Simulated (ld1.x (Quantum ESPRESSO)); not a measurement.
u(r) = r·R(r): atom against pseudo-atom (nitrogen)

Columns: radius, all-electron u(r) and pseudo u(r) of the 2p shell (level -7.24 eV) of nitrogen in the configuration [He] 2s2 2p3; LDA (PZ), scalar-relativistic, TM scheme, ld1.x (Quantum ESPRESSO) 7.5.

```json
{"r (bohr)": "0.115", "all-electron": "0.0922", "pseudo": "0.0280"}
{"r (bohr)": "0.230", "all-electron": "0.2604", "pseudo": "0.1082"}
{"r (bohr)": "0.345", "all-electron": "0.4249", "pseudo": "0.2291"}
{"r (bohr)": "0.460", "all-electron": "0.5594", "pseudo": "0.3739"}
{"r (bohr)": "0.575", "all-electron": "0.6584", "pseudo": "0.5224"}
{"r (bohr)": "0.690", "all-electron": "0.7243", "pseudo": "0.6557"}
{"r (bohr)": "0.805", "all-electron": "0.7621", "pseudo": "0.7586"}
{"r (bohr)": "0.920", "all-electron": "0.7777", "pseudo": "0.8236"}
{"r (bohr)": "1.035", "all-electron": "0.7763", "pseudo": "0.8499"}
{"r (bohr)": "1.150", "all-electron": "0.7626", "pseudo": "0.8433"}
{"r (bohr)": "1.265", "all-electron": "0.7401", "pseudo": "0.8130"}
{"r (bohr)": "1.380", "all-electron": "0.7118", "pseudo": "0.7686"}
{"r (bohr)": "1.495", "all-electron": "0.6798", "pseudo": "0.7185"}
{"r (bohr)": "1.610", "all-electron": "0.6455", "pseudo": "0.6685"}
{"r (bohr)": "1.725", "all-electron": "0.6103", "pseudo": "0.6218"}
{"r (bohr)": "1.840", "all-electron": "0.5749", "pseudo": "0.5795"}
{"r (bohr)": "1.955", "all-electron": "0.5399", "pseudo": "0.5412"}
{"r (bohr)": "2.070", "all-electron": "0.5059", "pseudo": "0.5061"}
{"r (bohr)": "2.185", "all-electron": "0.4730", "pseudo": "0.4730"}
{"r (bohr)": "2.300", "all-electron": "0.4414", "pseudo": "0.4414"}
{"r (bohr)": "2.415", "all-electron": "0.4113", "pseudo": "0.4113"}
{"r (bohr)": "2.530", "all-electron": "0.3828", "pseudo": "0.3828"}
{"r (bohr)": "2.645", "all-electron": "0.3558", "pseudo": "0.3558"}
{"r (bohr)": "2.760", "all-electron": "0.3304", "pseudo": "0.3304"}
{"r (bohr)": "2.875", "all-electron": "0.3065", "pseudo": "0.3065"}
{"r (bohr)": "2.990", "all-electron": "0.2841", "pseudo": "0.2841"}
```

Q: How many radial nodes do the two functions have?

A: The all-electron 2p function has n − l − 1 = 0; the pseudo-wave has 0.

Q: At about which radius was the pseudo-wave matched?

A: 2.30 bohr. The columns agree to 0.0005 from 2.07 bohr on; several derivatives are matched, so the curves merge somewhat inside the radius.

Q: Is the pseudo-wave norm-conserving?

A: Yes: the TM scheme keeps the norm inside the radius equal to the all-electron one, which fixes the energy derivative of the logarithmic derivative at the level.
